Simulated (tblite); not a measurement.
Species: C6H15OP.
Geometry (GFN2-xTB, Å), atoms numbered from 1 in this order:
```
atom  x, y, z in Å
C1     2.919    1.084    0.074
O2     1.708    0.390   -0.062
C3     1.137    0.033    1.169
P4    -0.444   -0.929    0.909
C5     0.275   -2.225   -0.199
C6    -1.236    0.169   -0.396
C7    -2.486   -0.516   -0.941
C8    -1.600    1.522    0.208
H9     2.780    2.024    0.623
H10    3.666    0.478    0.603
H11    3.273    1.300   -0.932
H12    1.823   -0.606    1.751
H13    0.926    0.923    1.782
H14   -0.515   -2.890   -0.542
H15    0.989   -2.811    0.378
H16    0.778   -1.768   -1.049
H17   -0.509    0.312   -1.203
H18   -2.971    0.120   -1.681
H19   -2.244   -1.464   -1.416
H20   -3.194   -0.706   -0.136
H21   -0.709    2.068    0.508
H22   -2.236    1.389    1.082
H23   -2.137    2.128   -0.521
```

Computed with GFN2-xTB (tblite): harmonic, unscaled wavenumbers at the GFN2-xTB geometry, gas phase. This tight-binding method is rough: wavenumbers can miss measured ones by several per cent, in bad cases by 10 to 20. One conformer, not necessarily the lowest.

Harmonic wavenumbers (cm⁻¹): 29.8, 69.1, 92.7, 139.3, 167.8, 180.0, 202.8, 214.4, 223.5, 262.7, 295.0, 300.4, 320.7, 393.4, 438.9, 650.2, 718.8, 742.1, 815.7, 877.0, 900.2, 930.7, 939.0, 981.7, 990.2, 1050.3, 1100.5, 1130.6, 1135.3, 1159.6, 1167.0, 1195.1, 1232.5, 1279.5, 1289.6, 1307.7, 1404.2, 1408.7, 1416.5, 1438.1, 1454.1, 1467.8, 1469.1, 1490.7, 1493.1, 1497.9, 1500.1, 1508.8, 2813.9, 2857.4, 2887.4, 2912.3, 2917.6, 3003.2, 3005.4, 3007.1, 3010.0, 3014.1, 3019.0, 3020.4, 3020.7, 3033.2, 3038.2.

A = 2258, B = 1139, C = 925.4 MHz; mass 134.086 u (most abundant isotopes); point group C1, symmetry number 1.

Task: Zero-point energy?

Result: Half the sum of the wavenumbers: 43516 cm⁻¹ = 124.42 kcal/mol.

Task: Give the ideal-gas entropy at 400 K and 1 bar in the rigid-rotor, harmonic-oscillator model (classical rotation).

Result: Translation 42.08, rotation 30.17, vibration 49.51: S = 121.8 cal/(mol K).

Task: And Cp and H(400 K) − H(0)?

Result: Cp = 54.86 cal/(mol K), of which vibrations give 46.91 (their classical limit is 63 R = 125.2); H(400 K) − H(0) = 13.16 kcal/mol without the zero-point energy, 9.98 from vibrations.

Task: Which modes carry the vibrational entropy at 400 K?

Result: 29.8 cm⁻¹: 6.43; 69.1 cm⁻¹: 4.76; 92.7 cm⁻¹: 4.18; 139.3 cm⁻¹: 3.38; 167.8 cm⁻¹: 3.02; 180.0 cm⁻¹: 2.89 cal/(mol K); the other 57 give 24.86 together.

Task: How do the functions run with temperature in this model?

Result: 
| T (K) | S (cal/(mol K)) | Cp (cal/(mol K)) | H − H(0) (kcal/mol) | G − H(0) (kcal/mol) | ln q(vib) |
| --- | --- | --- | --- | --- | --- |
| 150 | 83.0 | 28.9 | 2.76 | -9.69 | 4.08 |
| 250 | 100.1 | 38.8 | 6.14 | -18.88 | 7.52 |
| 298.15 | 107.3 | 43.9 | 8.13 | -23.87 | 9.11 |
| 600 | 147.7 | 73.2 | 26.06 | -62.54 | 18.47 |
| 900 | 181.2 | 92.1 | 51.07 | -112.01 | 27.03 |

q(vib) and H(0) count from the zero-point level.

Hindered rotation and anharmonicity are outside this model. Other conformers, if any are populated, would add a mixing term that is left out. The structure is chiral; the term R ln 2 for an equal mix with its mirror image is left out.

The run took 1.0 s wall on one thread of an Arm Neoverse V1, on a shared host. The figure is for the frequency step alone.
